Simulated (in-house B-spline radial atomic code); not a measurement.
A run on an ion of nuclear charge 60 with 60.6 electrons that did not converge. Method: scalar-relativistic (X2C) wB97X, spin-polarised, spherical fractional occupations, Fermi nucleus of rms radius 4.9123 fm; computed with a B-spline radial code for spherical atoms.

Command:
```bash
python run_scf.py task.json out
```
Settings (nuclear radius in fm, mass in u):
```
Z                60
configuration    [Xe] 4f4.6 6s2
hamiltonian      x2c
method           wb97x
spin_polarised   True
nucleus          fermi
rms_radius       4.9123
atomic_mass      141.90773
speed_of_light   137.035999084
```

First and last ten iterations of the last attempt (damped for 15 steps, keeping 80 % of the old Fock matrix, then DIIS):
```
 iter        energy (Eh)    residual
    1       -9610.357570    5.19e-01
    2       -9609.047576    6.47e-01
    3       -9616.376565    4.14e-01
    4       -9620.090646    2.58e-01
    5       -9621.886579    1.60e-01
    6       -9622.714647    9.92e-02
    7       -9623.079781    6.39e-02
    8       -9623.235839    3.91e-02
    9       -9623.302935    2.93e-02
   10       -9616.724165    2.15e-01
  111       -9616.497871    2.21e-01
  112       -9616.510537    2.21e-01
  113       -9616.503105    2.21e-01
  114       -9616.520323    2.20e-01
  115       -9623.341410    1.82e-02
  116       -9623.340827    1.84e-02
  117       -9601.858816    3.15e-01
  118       -9601.860931    3.14e-01
  119       -9601.832477    3.15e-01
  120       -9601.830714    3.15e-01
 not converged after 120 iterations
```

The smallest residual met was 7.5e-03; the threshold is about 6e-07. No energy from this run should be used. Time taken, with all properties: 21 s on 1 thread of Intel(R) Xeon(R) Platinum 8375C CPU @ 2.90GHz, with other jobs on the host.
